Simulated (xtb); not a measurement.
CF3 (SMILES F[C](F)F), doublet, geometry from GFN2-xTB; GFN2-xTB (xtb).

xtb was given this input:
```
$ xtb mol.xyz --gfn 2 --uhf 1 --etemp 10000 --json

# file mol.xyz
4

F     -0.61970144     1.10330442    -0.05681889
C     -0.00906407    -0.00843182     0.30888598
F     -0.64050898    -1.08653107    -0.11720652
F      1.26625314    -0.01115214    -0.03189858
```

Write the output that xtb gives for this input, abridged.


```
   ID    Z sym.   atoms
    1    9 F      1, 3, 4
    2    6 C      2

           -------------------------------------------------
          |                Calculation Setup                |
           -------------------------------------------------

           -------------------------------------------------
          |                 G F N 2 - x T B                 |
           -------------------------------------------------

          ...................................................
          :                      SETUP                      :
          :.................................................:
          :  # basis functions                  16          :
          :  # atomic orbitals                  16          :
          :  # shells                            8          :
          :  # electrons                        25          :
          :  max. iterations                   250          :
          :  Hamiltonian                  GFN2-xTB          :
          :  restarted?                      false          :
          :  GBSA solvation                  false          :
          :  PC potential                    false          :
          :  electronic temp.        10000.0000000     K    :
          :  accuracy                    1.0000000          :
          :  -> integral cutoff          0.2500000E+02      :
          :  -> integral neglect         0.1000000E-07      :
          :  -> SCF convergence          0.1000000E-05 Eh   :
          :  -> wf. convergence          0.1000000E-03 e    :
          :  Broyden damping             0.4000000          :
          :  net charge                          0          :
          :  unpaired electrons                  1          :
          ...................................................

 iter      E             dE          RMSdq      gap      omega  full diag
   1    -16.2883164 -0.162883E+02  0.450E+00   12.88       0.0  T
   2    -16.2968732 -0.855680E-02  0.251E+00   12.98       1.0  T
   3    -16.2971191 -0.245905E-03  0.106E+00   12.91       1.0  T
   4    -16.2977439 -0.624749E-03  0.135E-01   12.92       1.0  T
   5    -16.2977448 -0.918138E-06  0.300E-02   12.92       1.7  T
   6    -16.2977482 -0.340170E-05  0.175E-03   12.91      28.6  T
   7    -16.2977482 -0.392499E-08  0.364E-04   12.91     137.5  T
   8    -16.2977482 -0.697042E-11  0.237E-05   12.91    2108.8  T

   *** convergence criteria satisfied after 8 iterations ***

[...]
         :: total energy             -16.259825215706 Eh    ::
[...]
        13        1.1419           -0.4019122             -10.9366 (HOMO)
        14        0.0005            0.0726675               1.9774 (LUMO)
        15        0.0001            0.1272960               3.4639
        16        0.0001            0.1272960               3.4639
      -------------------------------------------------------------
                  HL-Gap            0.4745798 Eh           12.9140 eV
             Fermi-level           -0.3139098 Eh           -8.5419 eV

     #   Z          covCN         q      C6AA      α(0)
     1   9 F        0.787    -0.124    10.476     3.823
     2   6 C        2.353     0.371    21.535     7.549
     3   9 F        0.787    -0.124    10.476     3.823
     4   9 F        0.787    -0.124    10.476     3.823

 Mol. C6AA /au·bohr⁶  :        202.471799
 Mol. C8AA /au·bohr⁸  :       4163.824288
 Mol. α(0) /au        :         19.018929

Wiberg/Mayer (AO) data.
largest (>0.10) Wiberg bond orders for each atom

 ---------------------------------------------------------------------------
     #   Z sym  total        # sym  WBO       # sym  WBO       # sym  WBO
 ---------------------------------------------------------------------------
     1   9 F    1.130 --     2 C    1.029
     2   6 C    3.086 --     3 F    1.029     4 F    1.029     1 F    1.029
     3   9 F    1.130 --     2 C    1.029
     4   9 F    1.130 --     2 C    1.029
 ---------------------------------------------------------------------------

Topologies differ in total number of bonds
Writing topology from bond orders to xtbtopo.mol

molecular dipole:
                 x           y           z       tot (Debye)
 q only:       -0.008      -0.007       0.265
   full:       -0.005      -0.005       0.173       0.440
molecular quadrupole (traceless):
                xx          xy          yy          xz          yz          zz
 q only:       -0.588       0.001      -0.589      -0.052      -0.048       1.177
  q+dip:       -1.220       0.003      -1.221      -0.108      -0.100       2.441
   full:       -1.104       0.003      -1.104      -0.097      -0.090       2.208

           -------------------------------------------------
          | TOTAL ENERGY              -16.259825215706 Eh   |
          | GRADIENT NORM               0.032870920205 Eh/α |
          | HOMO-LUMO GAP              12.913972453806 eV   |
           -------------------------------------------------

normal termination of xtb
```
